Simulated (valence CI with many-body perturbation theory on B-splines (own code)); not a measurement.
# Questions on Cs⁴²⁺

Method: relativistic CI+MBPT: three valence electrons over a frozen Dirac-Fock core [Ne], radial functions for each j: 9 s, 9 p, 8 d, 6 f, 3 g, 1 h, with the one-electron correlation potential Σ1, the two-electron term Σ2, the three-electron term Σ3, Breit, model QED; selected CI, second order for the rest, scaled by the run's own slope (own B-spline code, finite nucleus).

No measured spectrum was set against this ion. As an estimate, large intervals hold to a few tenths of a per cent, small ones and those within an open d or f shell to about a per cent.

Levels are named by their leading jj configuration (3d3/2^4 stands for four electrons in 3d with j = 3/2), which in mixed levels can hold well under half, so a name can repeat and another be missing.

Rates and lifetimes use the calculated energies. Strong lines usually hold to 10 to 20 %, long lifetimes can be off by a factor of two.

Problem. What is the ground level?

Solution. (3s^2 3p1/2) J=1/2, composition 99 % 3s²3p ²P°, g = 0.657.

Problem. What are the static dipole polarisabilities of the lowest levels?

Solution. (3s^2 3p1/2) J=1/2 0.0117 bohr³, of which the core gives 0.000173.

Problem. Name the longest-lived excited levels whose lifetime is computed, and their main decay.

Solution. (3s 3p3/2 3d5/2) J=9/2 at 430.15 eV lives 356 ns, mostly by M1 to (3s 3p1/2 3d5/2) J=7/2; (3s^2 3p3/2) J=3/2 at 89.97 eV lives 291 ns, mostly by M1 to (3s^2 3p1/2) J=1/2.

Problem. What is the ionisation energy?

Solution. 3215 eV; NIST lists 3214 ± 4 eV (theoretical).

Problem. Among levels below 464.68 eV, which E1 lines absorb most strongly from the ground level?

Solution. to (3s^2 3d3/2) J=3/2 at 4.982 nm, f = 0.357; to (3s 3p1/2 3p3/2) J=1/2 at 5.858 nm, f = 0.184; to (3s 3p1/2 3p3/2) J=3/2 at 6.092 nm, f = 0.110.

Problem. Where does the other parity begin?

Solution. At (3s 3p1/2^2) J=1/2, 104.39 eV.

Problem. How well does LS coupling describe the low levels?

Solution. Among the lowest 20 levels the leading LS term, summed over configurations, holds 68 % on average. For single configurations the figures are 64 % in LS and 89 % in jj coupling. Terms mix most in the J = 5/2 level at 353.36 eV, where the leading one holds 36 %.
